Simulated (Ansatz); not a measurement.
Frontier orbitals of `COBC=O`.

The species carries charge 0 and has multiplicity 1. The geometry is a stationary point of PBE0-D4/def2-TZVP. It is one conformer, not always the lowest. Basis def2-TZVPP, the Gaussian-basis code of Ansatz.

```json
{"functional": "PBE", "HOMO (eV)": "-5.35", "LUMO (eV)": "-3.19", "gap (eV)": "2.16"}
{"functional": "revPBE", "HOMO (eV)": "-5.29", "LUMO (eV)": "-3.09", "gap (eV)": "2.20"}
{"functional": "PBE0", "HOMO (eV)": "-6.95", "LUMO (eV)": "-2.12", "gap (eV)": "4.83"}
{"functional": "LC-ωPBE", "HOMO (eV)": "-9.71", "LUMO (eV)": "0.32", "gap (eV)": "10.03"}
{"functional": "ωB97M-V", "HOMO (eV)": "-9.34", "LUMO (eV)": "0.09", "gap (eV)": "9.43"}
```

Against PBE, PBE0 changes HOMO and LUMO by −1.60 and +1.06 eV, ωB97M-V by −3.99 and +3.27 eV. A gap of 2.16 eV thus becomes 9.43 eV for the same molecule, so an orbital gap means little without its functional. A positive LUMO is unbound and depends on the basis.

LC-ωPBE has ω = 0.4 bohr⁻¹.
